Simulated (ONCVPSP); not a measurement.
Scattering properties, ONCV potential for magnesium (Mg)

```json
{
 "Element": "magnesium",
 "Generator": "ONCVPSP 4.0.1",
 "Type": "optimised norm-conserving Vanderbilt (ONCV)",
 "Functional": "PBE",
 "Relativity": "scalar-relativistic",
 "Frozen core": "[He]",
 "Valence charge": "10",
 "Reference configuration": "2s2 2p6 3s2",
 "Partial waves": "2s+3s: rc 1.74 bohr, ncon 4, nbas 7, qcut 9.4 1/bohr, 2 projectors; 2p: rc 1.20 bohr, ncon 4, nbas 8, qcut 9 1/bohr, 2 projectors, debl 0.3 Ha",
 "Local potential": "polynomial inside 0.90 bohr (lpopt 5, dvloc0 3 Ha)",
 "Core correction": "none"
}
```

In the p channel the program set the typed energies aside and used -1.713, 0.250 Ha.

The phase is arctan(r·R′/R) of the radial function R(r), unwrapped; energies in Ha, scanned from -4 to 5 Ha. A pole is an energy at which the radial function vanishes at the test radius. The pseudo phase is shifted by a multiple of π to meet the all-electron one at the reference energy, and phase errors are pseudo minus all-electron; the curves can meet again beyond the range given. Levels narrower than the energy grid can be missing from the lists of poles.

**Question.** For each channel, where are the poles, and over which energies does the pseudopotential scatter like the atom?

**Answer.**

```tsv
channel	radius (bohr)	reference energy (Ha)	poles, all-electron	poles, pseudo	unbroken range about the reference energy with phases within 0.05 rad	phase error 1 Ha above the reference energy (rad)
s	1.77	-0.17	-2.87, 3.18	-2.87, 3.16	the whole range	-0.000
p	1.22	-1.71	-1.11	-1.11	the whole range	+0.000
```

Phases in the p channel:

| E (Ha) | all-electron | pseudo |
| --- | --- | --- |
| -3.98 | 1.026 | 1.026 |
| -3.50 | 0.908 | 0.908 |
| -3.02 | 0.679 | 0.680 |
| -2.54 | 0.134 | 0.134 |
| -2.06 | -0.800 | -0.800 |
| -1.58 | -1.335 | -1.335 |
| -1.10 | -1.574 | -1.574 |
| -0.62 | -1.717 | -1.717 |
| -0.14 | -1.831 | -1.831 |
| 0.34 | -1.943 | -1.943 |
| 0.82 | -2.075 | -2.075 |
| 1.30 | -2.254 | -2.253 |
| 1.78 | -2.519 | -2.518 |
| 2.26 | -2.915 | -2.911 |
| 2.74 | -3.392 | -3.385 |
| 3.22 | -3.793 | -3.785 |
| 3.70 | -4.058 | -4.050 |
| 4.18 | -4.228 | -4.220 |
| 4.66 | -4.341 | -4.334 |
